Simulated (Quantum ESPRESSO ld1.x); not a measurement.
The numbers below are computed, except where a source is named.
Q: These are the eigenvalues of the occupied orbitals of an atom or ion with whole-number occupations (Ry). Code: ld1.x of Quantum ESPRESSO 7.5. Model: Dirac Kohn-Sham, PW91, spin-unpolarised, spherical densities, point nucleus.

1s1/2: -6656.86
2s1/2: -1197.45
2p1/2: -1150.49
2p3/2: -979.912
3s1/2: -291.311
3p1/2: -270.122
3p3/2: -231.928
3d3/2: -197.268
3d5/2: -189.174
4s1/2: -69.1948
4p1/2: -59.9860
4p3/2: -50.5712
4d3/2: -35.6124
4d5/2: -33.8557
5s1/2: -14.5865
4f5/2: -14.4436
4f7/2: -14.0398
5p1/2: -11.3927
5p3/2: -9.57293
5d3/2: -5.09730
5d5/2: -4.86849
6s1/2: -3.74884

Which element is it, and in what charge state? The configuration may be excited. Open shells, if any, fill j = l - 1/2 first.

A: Z = 83, bismuth, charge +4: Bi4+ in [Xe] 4f14 5d10 6s1. The list shows which subshells hold electrons but not how many an open one holds; the 1s level, -3328.4 hartree, gives Z - s = 81.6 by -(Z - s)^2/2, which with screening and relativity narrows Z to a few neighbours, and the depths of the outer levels then fix element, charge and occupations together.
